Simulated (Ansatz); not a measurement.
Consider the silylene formation by 1,1-elimination: `O[SiH](S)[GeH3]` → `[OH][GeH3]` + `[SiH]S`.

Program: Ansatz. Geometries: PBE0-D4/def2-TZVP. ΔE: electronic, gas phase. CCSD(T)/CBS is the MP2 limit (def2-TZVPP, def2-QZVPP) plus CCSD(T) − MP2 in def2-TZVPP, frozen cores. This one scheme is used for every species. DFT in def2-TZVPP. B3LYP here is the variant with VWN-RPA as its local correlation; programs differ in this. For Ge outer-core shells are correlated without core-valence functions, which leaves a few kJ/mol of doubt a bond. Scalar relativity is left out up to krypton. One conformer a species, not always the lowest.

`O[SiH](S)[GeH3]`:

```xyz
10

O     1.997   -0.058    0.492
Si    0.489   -0.721    0.414
S     0.450   -2.189   -1.122
Ge   -1.154    0.958    0.013
H     2.086    0.782    0.946
H     0.170   -1.502    1.639
H     0.535   -1.301   -2.127
H    -1.045    1.461   -1.437
H    -0.958    2.169    0.947
H    -2.569    0.401    0.235
```

`[OH][GeH3]`:

Cartesian coordinates in Å:
```
O 1.284 -0.438 -0.201
Ge -0.336 0.168 0.230
H 1.340 -0.727 -1.114
H -0.210 0.569 1.702
H -1.382 -0.947 0.037
H -0.697 1.376 -0.655
```

`[SiH]S`:

Z-matrix (Å, degrees):
```
Si
S 1 2.115
H 1 1.525 2 89.3
H 2 1.346 1 97.5 3 -179.9
```

| level | ΔE (eV) | difference from CCSD(T)/CBS |
| --- | --- | --- |
| PBE0-D4 | 2.70 | 0.09 |
| ωB97X-V | 2.67 | 0.06 |
| ωB97M-V | 2.52 | -0.09 |
| B2PLYP | 2.46 | -0.15 |
| PBE0 | 2.61 | 0.00 |
| B3LYP | 2.34 | -0.27 |
| MP2/def2-TZVPP | 2.65 | 0.04 |
| SCS-MP2/def2-TZVPP | 2.51 | -0.10 |
| HF/def2-QZVPP | 2.36 | -0.25 |
| SCS-MP2/def2-QZVPP | 2.57 | -0.04 |
| CCSD(T)/CBS | 2.61 | 0 |

Largest T1 diagnostic among the species: 0.016.

In def2-TZVPP, CCSD(T) changes the Hartree–Fock value by +0.14 eV (the triples alone add +0.01 eV) and MP2 by +0.30 eV. From PBE to PBE0 (25 % exact exchange), in def2-TZVPP and without D4, ΔE moves by +0.14 eV.
